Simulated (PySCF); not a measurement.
## Working out the excitation energy of Rh

Rh [Kr] 4d8 5s1 (4F) → Rh [Kr] 4d8 5p1 (high-spin determinant). All numbers are calculated (PySCF 2.14, scalar relativity through the core potential, in def2-TZVPPD with the def2 core potential (28 electrons) (6s4p3d2f1g, 56 functions)). Frozen: 4s2 4p6. Energies in hartree (1 hartree = 27.21139 eV):

```tsv
part	Rh (lower)	Rh (upper)
UHF	-109.745327	-109.632507
CCSD correlation	-0.237075	-0.222615
(T)	-0.008610	-0.008295
```

Q: What does Hartree-Fock give?

A: (-109.632507) − (-109.745327) = 0.112820 hartree = 3.070 eV.

Q: What do CCSD and CCSD(T) give?

A: The CCSD correlation energies differ by 0.014460 hartree = 0.393 eV and the triples by 0.000315 hartree = 0.009 eV, so CCSD gives 3.463 eV and CCSD(T) 3.472 eV.

One determinant mixes LS terms, so it does not stand for a single term.
